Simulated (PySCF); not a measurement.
AlF$_{3}$, charge -1, doublet, at a GFN2-xTB geometry (such geometries of metal compounds can be far from the true shape) (a state made from the parent by changing its charge; the spin is typed, not shown lowest) (in this run its highest filled SCF level lies above zero, so its values depend strongly on the basis, on diffuse functions most of all); R2SCAN/def2-SVP run with PySCF.

PySCF was given this input:
```python
from pyscf import gto, scf, dft

mol = gto.M(
    atom='''
Al   -0.00000000    0.00000000    0.00000000
F    -1.50335220   -0.93570325    0.04395447
F     0.00526794    1.63623601   -0.67841315
F     1.49808427   -0.70053275    0.63445868
''',
    basis='def2-svp',
    charge=-1,
    spin=1,
    verbose=4,
)

mf = dft.UKS(mol)
mf.xc = 'r2scan'
mf.init_guess = 'huckel'
mf.kernel()
mf.analyze()
```

Problem. What does PySCF print? Leave out banner, timings and long lists.

Solution. 
```
PySCF version 2.14.0

[INPUT] verbose = 4
[INPUT] num. atoms = 4
[INPUT] num. electrons = 41
[INPUT] charge = -1
[INPUT] spin (= nelec alpha-beta = 2S) = 1
[INPUT] symmetry False subgroup None
[INPUT] Mole.unit = angstrom
[INPUT] Symbol           X                Y                Z      unit          X                Y                Z       unit  Magmom
[...]
nuclear repulsion = 146.774225824474
number of shells = 26
number of NR pGTOs = 108
number of NR cGTOs = 60
basis = def2-svp
ecp = {}

******** <class 'pyscf.dft.uks.UKS'> ********
method = UKS
initial guess = huckel
damping factor = 0
level_shift factor = 0
DIIS = <class 'pyscf.scf.diis.CDIIS'>
diis_start_cycle = 1
diis_space = 8
diis_damp = 0
SCF conv_tol = 1e-09
SCF conv_tol_grad = None
SCF max_cycles = 50
direct_scf = True
direct_scf_tol = 1e-13
number electrons alpha = 21  beta = 20
XC library pyscf.dft.libxc version 7.1.2
    S. Lehtola, C. Steigemann, M. J. T. Oliveira, and M. A. L. Marques,  SoftwareX 7, 1–5 (2018)
XC functionals = r2scan
    J. W. Furness, A. D. Kaplan, J. Ning, J. P. Perdew, and J. Sun,  J. Phys. Chem. Lett. 11, 8208–8215 (2020)
    J. W. Furness, A. D. Kaplan, J. Ning, J. P. Perdew, and J. Sun,  J. Phys. Chem. Lett. 11, 9248–9248 (2020)
    J. W. Furness, A. D. Kaplan, J. Ning, J. P. Perdew, and J. Sun,  J. Phys. Chem. Lett. 11, 8208–8215 (2020)
    J. W. Furness, A. D. Kaplan, J. Ning, J. P. Perdew, and J. Sun,  J. Phys. Chem. Lett. 11, 9248–9248 (2020)
radial grids:
    Treutler-Ahlrichs [JCP 102, 346 (1995); DOI:10.1063/1.469408] (M4) radial grids

becke partition: Becke, JCP 88, 2547 (1988); DOI:10.1063/1.454033
pruning grids: <function nwchem_prune>
grids dens level: 3
symmetrized grids: False
atomic radii adjust function: <function treutler_atomic_radii_adjust>
small_rho_cutoff = 0
Set gradient conv threshold to 3.16228e-05
Initial guess from on-the-fly Huckel, doi:10.1021/acs.jctc.8b01089.
Spherically averaged atomic HF for {'F', 'Al'}

******** <class 'pyscf.scf.atom_hf.AtomSphAverageRHF'> ********
method = AtomSphAverageRHF
initial guess = minao
damping factor = 0
level_shift factor = 0
DIIS = <class 'pyscf.scf.diis.CDIIS'>
diis_start_cycle = 1
diis_space = 8
diis_damp = 0
SCF conv_tol = 1e-09
SCF conv_tol_grad = None
SCF max_cycles = 50
direct_scf = True
direct_scf_tol = 1e-13
atom = Al
Set gradient conv threshold to 3.16228e-05
Initial guess from minao.
init E= -241.65276660978
cycle= 1 E= -241.682650202556  delta_E= -0.0299  |g|=    0  |ddm|= 0.392
cycle= 2 E= -241.682798710281  delta_E= -0.000149  |g|=    0  |ddm|= 0.0403
cycle= 3 E= -241.682800124489  delta_E= -1.41e-06  |g|=    0  |ddm|= 0.0033
cycle= 4 E= -241.682800125747  delta_E= -1.26e-09  |g|=    0  |ddm|= 0.000212
cycle= 5 E= -241.682800125799  delta_E= -5.2e-11  |g|=    0  |ddm|= 5.03e-05
Extra cycle  E= -241.682800125799  delta_E= -3.41e-13  |g|=    0  |ddm|= 4.35e-06
Atomic HF for atom  Al  converged. SCF energy = -241.682800125799

******** <class 'pyscf.scf.atom_hf.AtomSphAverageRHF'> ********
method = AtomSphAverageRHF
initial guess = minao
damping factor = 0
level_shift factor = 0
DIIS = <class 'pyscf.scf.diis.CDIIS'>
diis_start_cycle = 1
diis_space = 8
diis_damp = 0
SCF conv_tol = 1e-09
SCF conv_tol_grad = None
SCF max_cycles = 50
direct_scf = True
direct_scf_tol = 1e-13
atom = F
Set gradient conv threshold to 3.16228e-05
Initial guess from minao.
init E= -98.9113963755293
cycle= 1 E= -98.9346675575403  delta_E= -0.0233  |g|=    0  |ddm|= 0.0412
cycle= 2 E= -98.9346901743181  delta_E= -2.26e-05  |g|=    0  |ddm|= 0.0116
cycle= 3 E= -98.9346927658266  delta_E= -2.59e-06  |g|=    0  |ddm|= 0.00242
cycle= 4 E= -98.934692951315  delta_E= -1.85e-07  |g|=    0  |ddm|= 0.000958
cycle= 5 E= -98.9346929513237  delta_E= -8.75e-12  |g|=    0  |ddm|= 5.23e-06
Extra cycle  E= -98.9346929513238  delta_E= -8.53e-14  |g|=    0  |ddm|= 3.55e-09
Atomic HF for atom  F  converged. SCF energy = -98.9346929513238

tot grids = 61968
init E= -541.152897119854
[...]
cycle= 8 E= -541.688698901219  delta_E= -8.9e-08  |g|= 0.000297  |ddm|= 0.000697
cycle= 9 E= -541.688698933372  delta_E= -3.22e-08  |g|= 3.46e-05  |ddm|= 0.000235
cycle= 10 E= -541.688698933887  delta_E= -5.15e-10  |g|= 2.5e-05  |ddm|= 0.000208
Extra cycle  E= -541.688698933616  delta_E= 2.71e-10  |g|= 3.06e-05  |ddm|= 0.000221
converged SCF energy = -541.688698933616  <S^2> = 0.75524512  2S+1 = 2.0052383
**** SCF Summaries ****
Total Energy =                        -541.688698933615910
Nuclear Repulsion Energy =             146.774225824474456
One-electron Energy =                -1058.443500710503940
Two-electron Energy =                  369.980575952413517
Two-electron Coulomb Energy =          420.221710617066435
DFT Exchange-Correlation Energy =      -50.241134664652904
**** MO energy ****
                             alpha | beta                alpha | beta
[...]
To work with the spin densities directly, `use mulliken_meta_spin()` only printing them here.

 ** Mulliken spin pop alpha/beta on meta-lowdin orthogonal AOs **
 ** Mulliken Spin Density (per AO)  **
spin_pop of  0 Al 1s        0.00001
spin_pop of  0 Al 2s        0.00037
spin_pop of  0 Al 3s        0.66819
spin_pop of  0 Al 4s        0.10805
spin_pop of  0 Al 2px      -0.00001
spin_pop of  0 Al 2py      -0.00002
spin_pop of  0 Al 2pz      -0.00004
spin_pop of  0 Al 3px       0.00477
spin_pop of  0 Al 3py       0.00908
spin_pop of  0 Al 3pz       0.03864
spin_pop of  0 Al 4px      -0.00005
spin_pop of  0 Al 4py      -0.00004
spin_pop of  0 Al 4pz       0.00001
spin_pop of  0 Al 3dxy      0.00022
spin_pop of  0 Al 3dyz      0.00748
spin_pop of  0 Al 3dz^2     0.01131
spin_pop of  0 Al 3dxz      0.00242
spin_pop of  0 Al 3dx2-y2   -0.00000
spin_pop of  1 F 1s       -0.00000
spin_pop of  1 F 2s        0.01839
spin_pop of  1 F 3s        0.00212
spin_pop of  1 F 2px       0.03235
spin_pop of  1 F 2py       0.00857
spin_pop of  1 F 2pz      -0.01359
spin_pop of  1 F 3px       0.00129
spin_pop of  1 F 3py       0.00047
spin_pop of  1 F 3pz      -0.00004
spin_pop of  1 F 3dxy      0.00014
spin_pop of  1 F 3dyz      0.00001
spin_pop of  1 F 3dz^2     0.00008
spin_pop of  1 F 3dxz      0.00002
spin_pop of  1 F 3dx2-y2    0.00005
spin_pop of  2 F 1s       -0.00000
spin_pop of  2 F 2s        0.01840
spin_pop of  2 F 3s        0.00212
spin_pop of  2 F 2px      -0.00460
spin_pop of  2 F 2py       0.03804
spin_pop of  2 F 2pz      -0.00610
spin_pop of  2 F 3px      -0.00006
spin_pop of  2 F 3py       0.00154
spin_pop of  2 F 3pz       0.00024
spin_pop of  2 F 3dxy      0.00002
spin_pop of  2 F 3dyz      0.00012
spin_pop of  2 F 3dz^2     0.00004
spin_pop of  2 F 3dxz      0.00000
spin_pop of  2 F 3dx2-y2    0.00011
spin_pop of  3 F 1s       -0.00000
spin_pop of  3 F 2s        0.01839
spin_pop of  3 F 3s        0.00212
spin_pop of  3 F 2px       0.03210
spin_pop of  3 F 2py       0.00227
spin_pop of  3 F 2pz      -0.00704
spin_pop of  3 F 3px       0.00128
spin_pop of  3 F 3py       0.00024
spin_pop of  3 F 3pz       0.00020
spin_pop of  3 F 3dxy      0.00008
spin_pop of  3 F 3dyz      0.00003
spin_pop of  3 F 3dz^2     0.00005
spin_pop of  3 F 3dxz      0.00008
spin_pop of  3 F 3dx2-y2    0.00007
 ** Mulliken Spin Density (per atom)  **
spin density of  0 Al =      0.85040
spin density of  1 F =      0.04986
spin density of  2 F =      0.04987
spin density of  3 F =      0.04986
 ** Mulliken pop alpha/beta on meta-lowdin orthogonal AOs **
 ** Mulliken pop       alpha | beta **
In total            21.00000 | 20.00000
 ** Mulliken atomic charges   ( Nelec_alpha | Nelec_beta ) **
charge of  0Al =      0.64701  (     6.60170      5.75130 )
charge of  1F =     -0.54899  (     4.79943      4.74957 )
charge of  2F =     -0.54900  (     4.79944      4.74957 )
charge of  3F =     -0.54901  (     4.79943      4.74957 )

WARN: System has nonzero charge -1; the dipole moment is origin-dependent.
Location of origin: [0. 0. 0.]

Dipole moment(X, Y, Z, Debye):  0.00052, -0.00134, -0.00169
```
